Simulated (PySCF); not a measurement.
# Electronic absorption of C5H11ClSi

C5H11ClSi.
SMILES: `C=C(C)[Si@H](Cl)CC`

The calculation used TDDFT B3LYP/def2-SVPD, vertical, gas phase, core orbitals frozen in the response (PySCF 2.14.0, density-fitted response routines). The structure is a single GFN2-xTB conformer in the gas phase; no vibrational or solvent corrections. Torsions of this conformer, `[CH2:1]=[C:2]([CH3:3])[Si@H:4]([Cl:5])[CH2:6][CH3:7]`: C1–C2–Si4–Cl5 -128°, C2–Si4–C6–C7 -55°.

Q: What does the calculation give for the low-lying excited states?

A: 

| state | λ (nm) | E (eV) | f | main configurations (H = HOMO, L = LUMO) |
| --- | --- | --- | --- | --- |
| S1 | 197.3 | 6.28 | 0.0094 | H-1→L (82%), H→L (8%) |
| S2 | 186.0 | 6.67 | 0.140 | H→L (51%), H-2→L (36%) |
| S3 | 180.4 | 6.87 | 0.051 | H-2→L (50%), H→L+1 (18%), H→L (13%) |
| S4 | 177.1 | 7.00 | 0.055 | H→L+1 (70%), H→L+2 (10%), H→L (8%) |
| S5 | 171.3 | 7.24 | 0.116 | H→L+2 (75%), H→L (13%) |
| S6 | 168.1 | 7.37 | 0.0085 | H-1→L+1 (63%), H→L+3 (27%) |
| S7 | 165.8 | 7.48 | 0.019 | H-1→L+2 (51%), H→L+3 (36%) |
| S8 | 165.1 | 7.51 | 0.025 | H-1→L+2 (36%), H-1→L+1 (31%), H→L+3 (27%) |

Triplets (Tamm–Dancoff): T1 4.33 eV, H→L (90%); T2 5.85 eV, H-1→L (76%), H-2→L (16%); T3 6.57 eV, H-2→L (70%), H-1→L (16%).

The lowest singlet comes at 197 nm (606 kJ/mol) in the vacuum ultraviolet; it is weak; its leading configuration is HOMO-1→LUMO (82%). The most intense listed level is S2 at 6.67 eV (186 nm, f = 0.140), 0.38 eV above S1. Löwdin shares by element: HOMO carbon 81% or more (atoms not listed hold the other 19%); LUMO carbon 61% or more, silicon 9%, chlorine 6% (atoms not listed hold the other 24%). Of the 8 states listed, 6 reach f = 0.01 and none stays under 0.0005. Weighted by f, the mean energy of these states is 6.98 eV. The oscillator strengths of these states sum to 0.424; summed over the whole spectrum of an exact calculation they would give the number of electrons, 72 (Thomas–Reiche–Kuhn). Only the lowest 8 singlets were computed, as vertical energies without vibronic structure.
